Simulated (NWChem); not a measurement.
C2H9NSi; SMILES CCN[SiH3]

```xyz
13

C      0.1758    -2.3583    -0.2187
C     -0.5107    -1.0693     0.2001
N      0.4054     0.0498     0.2500
Si    -0.0186     1.6930    -0.0897
H     -0.5399    -3.1935    -0.2671
H      0.9623    -2.6383     0.5015
H      0.6500    -2.2437    -1.2051
H     -1.3059    -0.8287    -0.5272
H     -1.0316    -1.2306     1.1668
H      1.2086    -0.1106     0.8492
H     -0.9434     2.3508     0.8972
H     -0.7008     1.7532    -1.4199
H      1.2503     2.4815    -0.1130
```
Atoms are numbered in this order, from 1.

Geometry: optimised at PBE0/def2-SVP.

Q: Give the principal values of the shielding tensors (ppm) of C1, C2, N3, Si4 from PBE0/pcSseg-1, GIAO (NWChem), with their diamagnetic and paramagnetic parts as GIAO splits them.

A: 
```tsv
atom	σ11	σ22	σ33	isotropic	diamagnetic	paramagnetic
C1	145.3	158.8	184.5	162.9	248.3	-85.5
C2	122.6	135.7	169.0	142.4	245.9	-103.4
N3	202.3	238.1	280.8	240.4	323.3	-82.9
Si4	359.6	378.8	481.3	406.6	880.6	-474.0
```
